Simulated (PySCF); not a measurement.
Potential energy of BeAs along the bond

Set-up: basis Be aug-cc-pVDZ, As aug-cc-pVDZ-PP with ECP10; scalar-relativistic core potentials; PySCF 2.14. Energies in eV from Be + As in their ground configurations at the same level. All curves are PBE0. state 1: ⁴Σ⁻ (quartet), unpaired electrons σ ↑, π ↑↑; state 2: Ms = 0.5 determinant of mixed spin (⟨S²⟩ near 1.8), unpaired electrons σ ↓, π ↑↑, a second solution, started from another occupation; state 3: ²Π (doublet), unpaired electrons π ↑, a second solution, started from another occupation; state 4: Ms = 0.5 determinant of mixed spin (⟨S²⟩ near 1.8), unpaired electrons σ ↑, π ↑↓, a mixture of terms (⟨Lz²⟩ = 2.0), a second solution, started from another occupation.

```tsv
R (Å)	state 1	state 2	state 3	state 4
1.879	-0.818	-0.677	-0.912	-0.4241
1.966	-1.139	-1.007	-1.029	-0.7481
2.054	-1.315	-1.187	-1.023	-0.9240
2.119	-1.377	-1.250	-0.962	-0.9838
2.185	-1.393	-1.264	-0.867	-0.9966
2.251	-1.374	-1.241	-0.749	-0.9732
2.338	-1.310	-1.168	-0.568	-0.9004
2.447	-1.189	-1.027	-0.321	-0.7643
2.578	-1.015	-0.817	-0.017	-0.5646
2.753	-0.775	-0.510	0.371	-0.2813
```

Put a parabola through the three lowest points of the state 1 curve and estimate Re, k and ωe (reduced mass 8.045 u; 1 eV/Å² = 0.16022 mdyn/Å; ωe = 1302.8·√(k/μ) cm⁻¹).

Through R = 2.119, 2.185, 2.251 Å the second-order coefficient is 4.02 eV/Å², so Re ≈ 2.182 Å, k ≈ 1.29 mdyn/Å and ωe ≈ 521 cm⁻¹. A polynomial fit of higher order to the unrounded PBE0 energies gives Re = 2.180 Å, k = 1.32 mdyn/Å, ωe = 527 cm⁻¹; anharmonicity and rounding make the difference.

The higher-order fit for each curve: state 1: Re = 2.180 Å, ωe = 527 cm⁻¹, De = 1.39 eV; state 2: Re = 2.175 Å, ωe = 550 cm⁻¹, minimum 1.26 eV below the ground-state fragments; state 3: Re = 2.003 Å, ωe = 677 cm⁻¹, minimum 1.04 eV below the ground-state fragments; state 4: Re = 2.173 Å, ωe = 546 cm⁻¹, minimum 1.00 eV below the ground-state fragments.

⟨S²⟩ of the unrestricted solution departs from its pure value on part of the curve, where spin states mix. Spin–orbit coupling is left out. The state is the lowest determinant that a PBE0 search found; another state may lie lower at other levels.
